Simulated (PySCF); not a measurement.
Vertical excitations of a molecule C4H10OSi from TDA-ωB97X/def2-SVPD (PySCF), as energy in eV (oscillator strength): 7.37 (0.008), 7.98 (0.019), 8.22 (0.035), 8.34 (0.007), 8.58 (0.025), 8.87 (0.039). Lowest triplet (TDA): 7.13 eV. Geometry: B3LYP-D3(BJ)/def2-SVP. One conformer was computed; it need not be the lowest.

Q: Which structure fits?
A. C=C(C)[Si@@H](C)O
B. CC1([SiH2]O)CC1
C. CC[C@H]1CO[SiH2]1
D. C/C=C(\[SiH3])OC

A: B, CC1([SiH2]O)CC1
